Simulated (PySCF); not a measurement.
## Electron correlation in Gd(62+) (gadolinium, charge +62)

1s2, closed-shell 1S. Calculation: PySCF 2.14, in an uncontracted even-tempered set (15 s from 160 bohr⁻², ratio 2.2; 7 p from 240 bohr⁻², ratio 2.4; 4 d from 730 bohr⁻², ratio 2.4; 3 f from 1100 bohr⁻², ratio 2.4; 3 g from 1600 bohr⁻², ratio 2.4); the non-relativistic Hamiltonian (point nucleus). Frozen: nothing; 2 electrons correlated; the 11 highest virtual orbitals of each spin left out.

With two correlated electrons CCSD is exact within the correlated space (frozen core and kept virtual orbitals).

```tsv
level	correlation energy (mhartree)
CCSD	-45.81
```

Diagnostics: T1 = 5.3e-07, D1 = 0.0000, largest double amplitude 0.001.

Problem. Is a single reference adequate?

Solution. Yes, within this model without spin-orbit coupling: T1 lies below 0.03 and no double amplitude reaches 0.07.

At this charge a non-relativistic calculation is a model, useful for the Z dependence of the correlation energy.
